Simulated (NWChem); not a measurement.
System: C₂H₇NZr; SMILES [CH3][Zr]([CH3])=[NH]

The following NWChem deck was run.

```
start job
memory heap 200 mb stack 900 mb global 1100 mb
geometry units angstroms noautoz
  Zr    -0.149120    -0.002684     0.214379
  N     -1.650773    -0.001407    -0.779091
  H     -2.409237    -0.001172    -1.455812
  C      1.020898     1.788702    -0.457030
  H      1.277854     1.669067    -1.525326
  H      1.975255     1.891511     0.096798
  H      0.471897     2.743282    -0.373763
  C      1.024343    -1.788190    -0.466249
  H      1.289881    -1.654603    -1.530892
  H      0.475184    -2.743858    -0.399586
  H      1.974493    -1.897611     0.093550
end
basis spherical
  Zr library def2-svp
  N library def2-svp
  H library def2-svp
  C library def2-svp
end
ecp
  Zr library def2-ecp
end
dft
  xc scan
  grid fine
  iterations 150
  mulliken
end
task dft gradient
```

NWChem printed, in part:

```
             Northwest Computational Chemistry Package (NWChem) 7.3.0
             --------------------------------------------------------

 C1  symmetry detected

                             Geometry "geometry" -> ""
                             -------------------------

 Output coordinates in angstroms (scale by  1.889725989 to convert to a.u.)

  No.       Tag          Charge          X              Y              Z
 ---- ---------------- ---------- -------------- -------------- --------------
    1 Zr                  40.0000    -0.12909755    -0.00005945     0.33530782
    2 N                    7.0000    -1.67990722     0.00018000    -0.57953387
    3 H                    1.0000    -2.47220657    -0.00056043    -1.21630714
    4 C                    6.0000     1.00637981     1.78839832    -0.40015525
    5 H                    1.0000     1.20788688     1.66574615    -1.47994533
    6 H                    1.0000     1.98807586     1.89166620     0.10353219
    7 H                    1.0000     0.46323616     2.74374737    -0.29124412
    8 C                    6.0000     1.00619094    -1.78850721    -0.40013502
    9 H                    1.0000     1.21668004    -1.65793765    -1.47738456
   10 H                    1.0000     0.46034988    -2.74344150    -0.30277526
   11 H                    1.0000     1.98380582    -1.89744884     0.11029007

 Effective nuclear repulsion energy (a.u.)     303.7712224203

                                 NWChem DFT Module
                                 -----------------

 Summary of "ao basis" -> "ao basis" (spherical)
 ------------------------------------------------------------------------------
       Tag                 Description            Shells   Functions and Types
 ---------------- ------------------------------  ------  ---------------------
 Zr                         def2-svp                11       31   5s3p2d1f
 N                          def2-svp                 6       14   3s2p1d
 H                          def2-svp                 3        5   2s1p
 C                          def2-svp                 6       14   3s2p1d

            General Information
            -------------------
          SCF calculation type: DFT
          Wavefunction type:  closed shell.
          No. of atoms     :    11
          No. of electrons :    38
           Alpha electrons :    19
            Beta electrons :    19
          Charge           :     0
          Spin multiplicity:     1
          Use of symmetry is: off; symmetry adaption is: off
          Maximum number of iterations: 150
          AO basis - number of functions:   108
                     number of shells:    50
          Convergence on energy requested:  1.00D-06
          Convergence on density requested:  1.00D-05
          Convergence on gradient requested:  5.00D-04

              XC Information
              --------------
                         SCAN Method XC Functional
                  SCAN metaGGA Exchange Functional  1.000
                        SCAN Correlation Potential  1.000

             Grid Information
             ----------------
          Grid used for XC integration:  fine
          Radial quadrature: Mura-Knowles
          Angular quadrature: Lebedev.
          Tag              B.-S. Rad. Rad. Pts. Rad. Cut. Ang. Pts.
          ---              ---------- --------- --------- ---------
          Zr                  1.55      141          10.0       974
          N                   0.65       70          11.0       590
          H                   0.35       60          13.0       590
          C                   0.70       70          12.0       590
          Grid pruning is: on
          Number of quadrature shells:   771
          Spatial weights used:  Erf1

      Superposition of Atomic Density Guess
      -------------------------------------

 Sum of atomic energies:        -186.48824038

      Non-variational initial energy
      ------------------------------

 Total energy =    -180.773725
 1-e energy   =    -513.139266
 2-e energy   =     202.040355
 HOMO         =      -0.313182
 LUMO         =      -0.069497

     ---------------------------------------------
      Total Density - Mulliken Population Analysis
     ---------------------------------------------

    Atom       Charge   Shell Charges
 -----------   ------   -------------------------------------------------------
    1 Zr  12     9.97  -0.48  1.60  0.89  0.39  0.07  5.81  0.31  0.08  1.04  0.18  0.08
    2 N    7     8.29   1.99  1.12  0.56  2.80  1.81  0.01
    3 H    1     0.78   0.60  0.13  0.04
    4 C    6     6.92   1.99  0.98  0.34  2.20  1.40  0.01
    5 H    1     0.86   0.65  0.18  0.03
    6 H    1     0.85   0.65  0.18  0.03
    7 H    1     0.85   0.65  0.18  0.03
    8 C    6     6.92   1.99  0.98  0.34  2.20  1.40  0.01
    9 H    1     0.86   0.65  0.18  0.03
   10 H    1     0.85   0.65  0.18  0.03
   11 H    1     0.85   0.65  0.18  0.03

   convergence    iter        energy       DeltaE   RMS-Dens  Diis-err
 ---------------- ----- ----------------- --------- --------- ---------
 d= 0,ls=0.0,diis     1   -181.7918051180 -3.12D+02  3.68D-02  1.79D+00
 d= 0,ls=0.5,diis     2   -177.1916012375  4.60D+00  1.22D-02  2.72D+01
 d= 0,ls=0.5,diis     3   -179.5749057264 -2.38D+00  6.44D-03  1.54D+01
 d= 0,ls=0.5,diis     4   -180.6844935967 -1.11D+00  5.62D-03  9.16D+00
 d= 0,ls=0.5,diis     5   -181.4274709927 -7.43D-01  4.94D-03  4.17D+00
 d= 0,ls=0.5,diis     6   -181.8594915826 -4.32D-01  3.46D-03  1.07D+00
 d= 0,ls=0.5,diis     7   -181.9978773617 -1.38D-01  2.08D-03  2.02D-01
  Resetting Diis
 d= 0,ls=0.5,diis     8   -182.0352150301 -3.73D-02  1.41D-03  3.65D-02
 d= 0,ls=0.5,diis     9   -182.0469953144 -1.18D-02  1.14D-03  1.03D-02
 d= 0,ls=0.5,diis    10   -182.0520150185 -5.02D-03  8.23D-04  9.73D-03
 d= 0,ls=0.5,diis    11   -182.0550443873 -3.03D-03  7.20D-04  4.19D-03
 d= 0,ls=0.5,diis    12   -182.0567717036 -1.73D-03  4.99D-04  1.49D-03
 d= 0,ls=0.5,diis    13   -182.0575868062 -8.15D-04  3.44D-04  1.69D-03
 d= 0,ls=0.5,diis    14   -182.0581087754 -5.22D-04  2.61D-04  1.61D-03
 d= 0,ls=0.5,diis    15   -182.0584755659 -3.67D-04  2.04D-04  1.20D-03
 d= 0,ls=0.5,diis    16   -182.0587256684 -2.50D-04  1.59D-04  8.13D-04
 d= 0,ls=0.5,diis    17   -182.0588868195 -1.61D-04  1.26D-04  5.47D-04
 d= 0,ls=0.5,diis    18   -182.0589922485 -1.05D-04  9.98D-05  3.57D-04
 d= 0,ls=0.5,diis    19   -182.0590603382 -6.81D-05  7.95D-05  2.26D-04
 d= 0,ls=0.5,diis    20   -182.0591043224 -4.40D-05  6.23D-05  1.37D-04
 d= 0,ls=0.5,diis    21   -182.0591307265 -2.64D-05  4.96D-05  9.10D-05
 d= 0,ls=0.5,diis    22   -182.0591477039 -1.70D-05  3.93D-05  5.94D-05
 d= 0,ls=0.5,diis    23   -182.0591585697 -1.09D-05  3.14D-05  3.81D-05
 d= 0,ls=0.5,diis    24   -182.0591655520 -6.98D-06  2.50D-05  2.41D-05
 d= 0,ls=0.5,diis    25   -182.0591700072 -4.46D-06  1.99D-05  1.49D-05
 d= 0,ls=0.5,diis    26   -182.0591728107 -2.80D-06  1.58D-05  9.20D-06
 d= 0,ls=0.5,diis    27   -182.0591745611 -1.75D-06  1.26D-05  5.82D-06
 d= 0,ls=0.5,diis    28   -182.0591756710 -1.11D-06  1.00D-05  3.68D-06
 d= 0,ls=0.5,diis    29   -182.0591763766 -7.06D-07  8.03D-06  2.31D-06

         Total DFT energy =     -182.059176825349
      One electron energy =     -519.458501358848
           Coulomb energy =      233.277340219417
    Exchange-Corr. energy =      -26.203202002409
 Nuclear repulsion energy =      130.325186316490

 Numeric. integr. density =       38.000003340232

                       DFT Final Molecular Orbital Analysis
                       ------------------------------------

 Vector   17  Occ=2.000000D+00  E=-2.248009D-01
              MO Center=  5.2D-02,  8.3D-04, -2.0D-01, r^2= 3.8D+00
   Bfn.  Coefficient  Atom+Function         Bfn.  Coefficient  Atom+Function
  ----- ------------  ---------------      ----- ------------  ---------------
    15      0.416571   1 Zr d -2             36      0.287014   2 N  py
    39     -0.201321   2 N  py               55     -0.188860   4 C  py
    84     -0.188189   8 C  py               54     -0.166531   4 C  px
    83      0.166736   8 C  px               58     -0.127665   4 C  py
    87     -0.127107   8 C  py               53      0.108412   4 C  s

 Vector   18  Occ=2.000000D+00  E=-2.109027D-01
              MO Center= -7.0D-01, -5.0D-04, -3.4D-01, r^2= 3.3D+00
   Bfn.  Coefficient  Atom+Function         Bfn.  Coefficient  Atom+Function
  ----- ------------  ---------------      ----- ------------  ---------------
    37      0.336720   2 N  pz               35     -0.251461   2 N  px
    40     -0.245460   2 N  pz                2     -0.201384   1 Zr s
    19     -0.202130   1 Zr d  2             38      0.198287   2 N  px
    17      0.157682   1 Zr d  0             55     -0.145491   4 C  py
    84      0.145293   8 C  py                4      0.136374   1 Zr s

[...]

                         DFT ENERGY GRADIENTS

    atom               coordinates                        gradient
                 x          y          z           x          y          z
   1 Zr     -0.243959  -0.000112   0.633640   -0.006993  -0.000003  -0.006110
   2 N      -3.174564   0.000340  -1.095160    0.005181   0.000015   0.003975
   3 H      -4.671793  -0.001059  -2.298487    0.001209  -0.000011   0.000957
   4 C       1.901782   3.379583  -0.756184    0.000415   0.000766   0.000416
   5 H       2.282575   3.147804  -2.796691   -0.000028  -0.000156   0.000109
   6 H       3.756919   3.574731   0.195647   -0.000169   0.000141  -0.000118
   7 H       0.875389   5.184931  -0.550372    0.000084   0.000047   0.000178
   8 C       1.901425  -3.379789  -0.756146    0.000406  -0.000793   0.000447
   9 H       2.299192  -3.133048  -2.791852   -0.000020   0.000166   0.000109
  10 H       0.869935  -5.184353  -0.572162    0.000095  -0.000026   0.000160
  11 H       3.748849  -3.585658   0.208418   -0.000180  -0.000145  -0.000124
```

Level: SCAN/def2-SVP with def2 effective core potentials on Zr. Coordinates come from a PBE0/def2-SVP optimisation. Not confirmed as a minimum by frequencies. def2 effective core potentials on Zr; no spin-orbit coupling.
